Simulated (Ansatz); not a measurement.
`CC(F)(CF)C(F)F` + H₂ → `CC(F)CF` + `FCF` at 500 K and 1 bar (hydrogenolysis of a C–C bond).

Calculated with Ansatz (gas phase, PBE0-D4/def2-TZVP geometries, no zero-point term in ΔE). CBS: MP2 limit from def2 TZ/QZ plus the TZ coupled-cluster correction, frozen cores. This one scheme is used for every species. One conformer a species, not always the lowest.

```tsv
species	CCSD(T)/CBS energy (Eh)	H − E (kJ/mol)	S (J/(mol·K))
`CC(F)(CF)C(F)F`	-554.98520	324.4	454.4
H₂	-1.17544	41.0	145.5
`CC(F)CF`	-317.34651	273.0	368.6
`FCF`	-238.82660	107.3	272.2
```

H − E and S are ideal-gas, rigid-rotor, harmonic terms from PBE0-D4/def2-TZVP, for one conformer and one mirror image of each species. The MP2-based limit puts H₂ 0.8 mEh under its directly extrapolated value; such offsets cancel only in part. 1 Eh = 2625.50 kJ/mol, R = 8.31446 J/(mol·K).

By hand: ΔE, ΔH, ΔS and ΔG.

ΔE = (-317.34651) + (-238.82660) − (-554.98520) − (-1.17544) = -0.01247 Eh = -32.7 kJ/mol. Δ(H − E) = 273.0 + 107.3 − 324.4 − 41.0 = 14.9, so ΔH = -17.8 kJ/mol. ΔS = 368.6 + 272.2 − 454.4 − 145.5 = 40.9 J/(mol·K). ΔG = -17.8 − 500 × (40.9)/1000 = -38.2 kJ/mol.

By hand: the equilibrium constant, and the temperature at which ΔG would vanish if ΔH and ΔS stayed fixed.

log₁₀ K = −ΔG/(RT ln 10) = 4.0. ΔH and −TΔS have one sign here, so there is no such temperature.

TΔS isn't small against ΔH here. A doubt of 5 kJ/mol in ΔE shifts log₁₀ K by 0.5 here. Other conformers and mirror images would add mixing entropy, several J/(mol·K) or more a flexible species. These are equilibria of isolated gas molecules and say nothing of rates. Largest T1 diagnostic: 0.011 (customary marks: 0.02 for closed shells, 0.045 for open ones).
